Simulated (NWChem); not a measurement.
System: CH₃BeBr; SMILES [CH3][Be][Br]

NWChem input:

```
start job
memory heap 200 mb stack 900 mb global 1100 mb
geometry units angstroms
  Be    -0.851125    -0.355401     0.824723
  Br     0.490664     0.205205    -0.474182
  C     -2.035735    -0.851651     1.966301
  H     -2.574550    -1.757880     1.684603
  H     -2.817728    -0.120752     2.145266
  H     -1.632674    -1.069158     2.957636
end
basis spherical
  * library 6-31g*
end
dft
  xc b3lyp
  iterations 150
end
driver
  maxiter 120
end
task dft optimize
task dft freq
```

This build's default masses of Se (78.918 u) and Br (79.917 u) are each other's, which moves their modes by up to 0.6 %.

The level has its own optimisation; frequencies are unscaled.

**Question.** Predict the main results of this run. (B3LYP/6-31G* (spherical d).) Quantities: r Be–Br (Å); r Be–C (Å); r C–H (Å); highest harmonic frequency (cm⁻¹); lowest (cm⁻¹); zero-point energy (kcal/mol); dipole (D).

**Answer.** 
```
Item                               Value
---------------------------------  -----
r Be–Br (Å)                        1.971
r Be–C (Å)                         1.677
r C–H (Å)                          1.098
highest harmonic frequency (cm⁻¹)   3094
lowest (cm⁻¹)                        205
zero-point energy (kcal/mol)        24.0
dipole (D)                          1.37
```
